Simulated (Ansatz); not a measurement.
Gas-phase electronic energies from Ansatz, PBE0-D4/def2-TZVP geometries. CCSD(T)/CBS adds triple-zeta CCSD(T) − MP2 to the extrapolated MP2 energy (def2 sets, frozen cores). This one scheme is used for every species. Functionals use def2-TZVPP. For Se outer-core shells are correlated without core-valence functions, which leaves a few kJ/mol of doubt a bond. Scalar relativity is left out up to krypton. One conformer a species, not always the lowest.

`N=C[SiH](N)N` + `CC[SeH]` → `CC[Se]C=N` + `N[SiH2]N`  (substitution at a C–Si bond)

`N=C[SiH](N)N`:

```xyz
12

N    -1.664    0.514   -1.352
C    -0.677   -0.278   -1.222
Si    0.634    0.068    0.105
N     1.002   -1.254    1.120
N    -0.061    1.355    0.963
H    -2.295    0.222   -2.101
H    -0.564   -1.163   -1.869
H     1.922    0.312   -0.611
H     1.812   -1.832    0.980
H     0.341   -1.651    1.766
H     0.398    1.886    1.680
H    -0.850    1.821    0.542
```

`CC[SeH]`:

```xyz
9

C    -0.037   -0.559    0.807
C    -0.321   -0.105   -0.607
Se   -0.056    1.814   -0.894
H    -0.243   -1.629    0.912
H    -0.655   -0.018    1.526
H     1.008   -0.392    1.074
H    -1.368   -0.262   -0.874
H     0.287   -0.638   -1.338
H     1.385    1.790   -0.607
```

`CC[Se]C=N`:

```xyz
12

C     0.887   -0.549   -1.386
C    -0.517   -0.066   -1.099
Se   -1.212   -0.650    0.632
C    -0.292    0.636    1.703
N    -0.253    0.717    2.957
H     1.212   -0.209   -2.374
H     1.598   -0.169   -0.650
H     0.940   -1.639   -1.366
H    -1.234   -0.448   -1.826
H    -0.591    1.023   -1.114
H     0.237    1.381    1.101
H    -0.773   -0.026    3.423
```

`N[SiH2]N`:

Z-matrix (Å, degrees):
```
Si
N 1 1.711
N 1 1.711 2 108.5
H 1 1.493 2 103.5 3 -125.0
H 1 1.493 2 117.1 3 116.6
H 2 1.006 1 120.5 3 150.7
H 2 1.007 1 121.6 3 -58.1
H 3 1.006 1 120.5 2 150.7
H 3 1.007 1 121.6 2 -58.1
```

```json
{"level": "PBE0", "ΔE (kJ/mol)": "7.6"}
{"level": "MP2/def2-QZVPP", "ΔE (kJ/mol)": "6.3"}
```

(1) What does CCSD(T)/CBS give? (Best estimate.)

Largest T1 diagnostic among the species: 0.012.

Answers

(1) Ansatz gave: +13.3 kJ/mol. The listed levels differ from it by -5.7, -7.0 kJ/mol.

From PBE to PBE0 (25 % exact exchange), in def2-TZVPP and without D4, ΔE moves by +8.2 kJ/mol. In def2-TZVPP, CCSD(T) changes the Hartree–Fock value by −10.8 kJ/mol (the triples alone add −3.7 kJ/mol) and MP2 by −17.1 kJ/mol.
